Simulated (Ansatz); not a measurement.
## One elementary step

Start structure (CH6BrGa, closed shell), relaxed at PBE0-D4/def2-TZVP:

```
9
angstrom
Ga -1.1094 0.2825 -0.0341
C 0.7638 0.8888 -0.2228
H -1.9334 -0.1310 -1.3106
H -1.8633 0.4734 1.3351
H 1.0705 -2.1371 0.4519
Br -0.3086 -2.4671 0.5754
H 0.7720 1.9558 -0.4663
H 1.2807 0.3694 -1.0327
H 1.3278 0.7652 0.7042
```

The step: CH₅Ga ([CH3][GaH2]) + HBr → GaH₂Br ([GaH2][Br]) + CH₄; bonds formed: C2–H5; dative contacts that become bonds: Ga1–Br6; bonds broken: Ga1–C2, H5–Br6. Program: Ansatz 0.2.0. Basis: def2-TZVPP and def2-QZVPP. Cores are frozen in the correlated methods. Filled d shells of the heavier atoms are correlated. The def2 sets are not built for correlating such inner shells, so the correlated values are less sure here. Extrapolation: Hartree–Fock as exp(−7.88 √X), correlation as X^−2.97. Energies below are by CCSD(T) at an estimated basis limit (MP2 extrapolated from triple and quadruple zeta, plus CCSD(T) − MP2 in triple zeta).

(1) What are the electronic barrier and the energy of the step, from the start structure to the end structure? (Judge from chemistry; the value comes from the calculation.)

T1 diagnostic: at most 0.011. The start structure is not quite a true minimum (one mode of 39i cm⁻¹). The end structure is not quite a true minimum (one mode of 62i cm⁻¹).

Answers

(1) Computed: Barrier 41.6 kJ/mol; step energy -142.6 kJ/mol (downhill); reverse barrier, their difference, 184.2 kJ/mol. Barrier and step energy count from the start structure, the reverse barrier from the end structure.

The saddle point: One imaginary mode of 651i cm⁻¹.
```csv
pair,start (Å),saddle (Å),end (Å)
Ga1–Br6,2.93,2.71,2.30
C2–H5,3.12,1.62,1.09
Ga1–C2,1.98,2.08,3.11
H5–Br6,1.42,1.59,3.14
```

Zero-point energy (harmonic, PBE0-D4): ZPE is 147.7 kJ/mol at the start and 145.4 kJ/mol at the saddle, so the barrier goes from 41.6 to 39.3 kJ/mol.

Labels in which every atom is bracketed show which atoms are joined, not bond orders.

For scale, one of the runs: CCSD(T)/def2-TZVPP, 211 basis functions, launched by `ansatz run in.yaml --threads 4 --pin off --events-out ev --progress --plain --max-ram 9574MiB`. Hardware: 4 CPU threads of an Arm Neoverse V2, shared host. Wall time 110 s; peak host memory 2.9 GiB.
